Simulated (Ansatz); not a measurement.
Reaction R1 + R2 → P1 + P2, each structure at its B3LYP-D3(BJ)/def2-TZVP stationary point, reached from a drawn start (curvature not checked).
R1, H2O (SMILES O) (charge 0, multiplicity 1):
```xyz
3

O      0.0000     0.0000     0.3896
H      0.0000     0.7650    -0.1949
H      0.0000    -0.7650    -0.1949
```
P1, NH3 (SMILES N) (charge 0, multiplicity 1):
```
atom    x (Å)    y (Å)    z (Å)
----  -------  -------  -------
N      0.0000   0.0000   0.2791
H      0.0000   0.9428  -0.0931
H      0.8165  -0.4714  -0.0931
H     -0.8165  -0.4714  -0.0931
```
P2: H6OSi2 (SMILES [SiH3]O[SiH3]), charge 0, multiplicity 1.
R2: H7NSi2 (SMILES [SiH3]N[SiH3]), charge 0, multiplicity 1.

P less R. No zero-point or thermal terms.

Frozen-core correlation throughout.

Programs: Ansatz (a quantum-chemistry and plane-wave program). Each number belongs to the level named beside it.

Question: What reaction energy does CCSD(T)/cc-pV(T+d)Z give?

Answer: -22.3 kcal/mol

Question: What is the computed reaction energy (CAM-B3LYP/def2-TZVPP)?

Answer: -23.9 kcal/mol

Question: What is the computed reaction energy (CCSD/cc-pV(D+d)Z)?

Answer: -20.1 kcal/mol
